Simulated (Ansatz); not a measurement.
`CO[Si@H](Cl)[Si@H](O)Cl` → C• + 2 Cl• + 6 H• + 2 O• + 2 Si•  (atomization)

Calculated with Ansatz (gas phase, PBE0-D4/def2-TZVP geometries, no zero-point term in ΔE). CCSD(T)/CBS is the MP2 limit (def2-TZVPP, def2-QZVPP) plus CCSD(T) − MP2 in def2-TZVPP, frozen cores. This one scheme is used for every species, atoms too. Functionals use def2-TZVPP. B3LYP here is the variant with VWN-RPA as its local correlation; programs differ in this. Open shells (•) are unrestricted, without spin–orbit coupling. Spin–orbit coupling would lower the free atoms: a little for C, Cl, O, Si. One conformer a species, not always the lowest.

`CO[Si@H](Cl)[Si@H](O)Cl`:

Cartesian coordinates in Å:
```
C -1.632 -1.155 1.189
O -0.812 -0.274 0.444
Si 0.725 -0.600 -0.017
Cl 1.955 -0.778 1.632
Si 1.251 1.314 -1.259
O 0.399 2.564 -0.635
Cl 0.697 0.906 -3.205
H -1.661 -2.150 0.732
H -1.269 -1.246 2.216
H -2.643 -0.746 1.204
H 0.799 -1.910 -0.712
H 2.669 1.725 -1.285
H -0.478 2.352 -0.306
```

```tsv
level	ΔE (kJ/mol)	difference from CCSD(T)/CBS
PBE-D4	4777.7	39.5
r2SCAN-D4	4739.6	1.4
PBE0-D4	4699.3	-38.9
B3LYP-D4	4692.1	-46.1
ωB97X-V	4747.3	9.1
ωB97M-V	4739.4	1.2
B2PLYP	4647.6	-90.6
PBE	4738.8	0.6
r2SCAN	4729.6	-8.6
PBE0	4665.7	-72.5
B3LYP	4629.4	-108.8
HF/def2-TZVPP	3438.0	-1300.2
MP2/def2-TZVPP	4699.4	-38.8
SCS-MP2/def2-TZVPP	4657.4	-80.8
CCSD/def2-TZVPP	4514.2	-224.0
CCSD(T)/def2-TZVPP	4588.4	-149.8
HF/def2-QZVPP	3447.7	-1290.5
MP2/def2-QZVPP	4788.7	50.5
SCS-MP2/def2-QZVPP	4755.3	17.1
HF/CBS(def2)	3449.2	-1289.0
MP2/CBS(def2)	4849.2	111.0
CCSD/CBS(def2)	4664.0	-74.2
CCSD(T)/CBS	4738.2	0
```

Largest T1 diagnostic among the species: 0.012.

From PBE to PBE0 (25 % exact exchange), in def2-TZVPP and without D4, ΔE moves by −73.1 kJ/mol: exact exchange takes away binding that semilocal exchange gives to molecules. The D4 term adds +62.8 kJ/mol with B3LYP and +33.7 kJ/mol with PBE0; it sums over pairs of atoms, weighted by their polarisabilities, and B3LYP, whose exchange is more repulsive, gets the larger term.

For atomizations the MP2-based limit and the directly extrapolated one differ by several kJ/mol either way, and by 10 to 25 for some Ge, Se and Sn compounds, so smaller differences from it don't rank the levels.
